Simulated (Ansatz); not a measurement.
Geometry optimisation, RKS PBE0/def2-SVP in Ansatz 0.2.0.

Input:

```yaml
crystal:
  periodic: [false, false, false]
  atoms:
    - { symbol: Ta, position_ang: [-0.443719, -0.526033, -0.24479] }
    - { symbol: F, position_ang: [2.534494, 0.411488, -0.286642] }
    - { symbol: F, position_ang: [0.102885, -1.103355, 1.456148] }
    - { symbol: F, position_ang: [-0.337351, 0.00713, -2.042204] }
    - { symbol: F, position_ang: [-0.363159, 1.25496, 0.30764] }
    - { symbol: Cl, position_ang: [-2.591513, -1.282701, -0.211951] }
    - { symbol: "N", position_ang: [0.896783, -2.001967, -0.884633] }
    - { symbol: H, position_ang: [1.286104, -2.706052, -0.2634] }
    - { symbol: H, position_ang: [1.090314, -2.18643, -1.865315] }
    - { symbol: H, position_ang: [2.518661, -0.471039, -0.568954] }
basis:
  gaussian: { orbitals: def2-SVP }
hamiltonian:
  xc: pbe0
relax:
  f_tol: 0.03
  max_steps: 50
output:
  orbitals: {}
```

Command:

```bash
$ ansatz run input.yaml --threads 4 --pin off --max-ram 5120MiB --backend cpu --events-out ev --progress --plain --runs-dir out
```

Problem. Where does it end, and by what steps?

Solution. The run converged. After 19 steps the energy has fallen by 2.049 eV; H10 moved furthest, 1.32 Å. Parted: F2–H10 (0.93 → 2.49 Å). Joined: Ta1–F2 (3.12 → 1.89 Å), N7–H10 (2.25 → 1.02 Å).

```
step  energy less start (eV)  largest force component (eV/Å)  accepted
   0                  0.0000                           1.584       yes
   1                 -0.1815                           0.766       yes
   2                 -0.2649                           0.666       yes
   3                 -0.3249                           0.622       yes
   4                 -0.3350                           0.788       yes
   5                 -0.3855                           0.349       yes
   6                 -0.3944                           0.952       yes
   7                 -0.4615                           0.865       yes
   8                 -0.7221                           1.574       yes
   9                 -0.7747                           6.397       yes
  10                 -1.4160                           1.924       yes
  11                 -1.7536                           1.270       yes
  12                 -1.9471                           0.529       yes
  13                 -1.9815                           0.368       yes
  14                 -1.9773                           1.029        no
  15                 -2.0187                           0.199       yes
  16                 -2.0368                           0.187       yes
  17                 -2.0420                           0.097       yes
  18                 -2.0484                           0.059       yes
  19                 -2.0490                           0.016       yes
```

```xyz
10
Properties=species:S:1:pos:R:3
Ta -0.002 -0.059 -0.145
F 1.756 0.631 -0.139
F 0.398 -0.877 1.507
F -0.031 0.251 -2.007
F -0.872 1.474 0.453
Cl -1.863 -1.474 -0.373
N 1.177 -1.921 -0.888
H 1.076 -2.718 -0.256
H 0.883 -2.219 -1.819
H 2.172 -1.692 -0.938
```

Whether the end is a true minimum wasn't checked by a vibrational analysis.

The run took 68 s on 4 threads of Arm Neoverse V1 (shared host), peak memory 0.4 GiB.
